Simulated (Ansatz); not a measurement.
Geometry optimisation, RHF/def2-SVP (Ansatz 0.2.0).

The input (input.yaml):

```yaml
crystal:
  periodic: [false, false, false]
  atoms:
    - { symbol: Sn, position_ang: [-0.087823, 0.057342, 0.39724] }
    - { symbol: H, position_ang: [0.593322, 0.169973, 1.957885] }
    - { symbol: Cl, position_ang: [2.234152, -0.191653, -0.060944] }
    - { symbol: O, position_ang: [-0.945252, 1.592302, -0.400535] }
    - { symbol: H, position_ang: [-1.501553, 1.431897, -1.149107] }
    - { symbol: O, position_ang: [-1.154076, -1.438522, -0.225185] }
    - { symbol: H, position_ang: [-0.812469, -2.317739, -0.152954] }
basis:
  gaussian: { orbitals: def2-SVP }
hamiltonian:
  xc: hf
relax:
  f_tol: 0.03
  max_steps: 50
```

Run as:

```bash
$ ansatz run input.yaml --threads 1 --pin off --max-ram 2048MiB --backend cpu --events-out ev --progress --plain --runs-dir out
```

Task: Where does it end, and by what steps?

Result: It converged. After 10 steps the energy has fallen by 0.637 eV; H2 moved furthest, 0.52 Å.

```
step  energy less start (eV)  largest force component (eV/Å)  accepted
   0                  0.0000                           1.449       yes
   1                 -0.4096                           0.696       yes
   2                 -0.5903                           0.373       yes
   3                 -0.6189                           0.116       yes
   4                 -0.6264                           0.240       yes
   5                 -0.3412                           3.180        no
   6                 -0.6283                           0.148       yes
   7                 -0.6333                           0.171       yes
   8                 -0.6358                           0.049       yes
   9                 -0.6364                           0.136       yes
  10                 -0.6375                           0.016       yes
```

```xyz
7
Properties=species:S:1:pos:R:3
Sn -0.022 0.042 0.514
H 0.146 0.323 2.165
Cl 2.062 -0.297 -0.511
O -0.895 1.564 -0.315
H -1.257 1.463 -1.182
O -1.065 -1.544 0.083
H -0.642 -2.248 -0.388
```

Whether the end is a true minimum wasn't checked by a vibrational analysis.

Run time: 26 s on 1 thread of Arm Neoverse V2, on a shared host, peak memory 0.17 GiB.
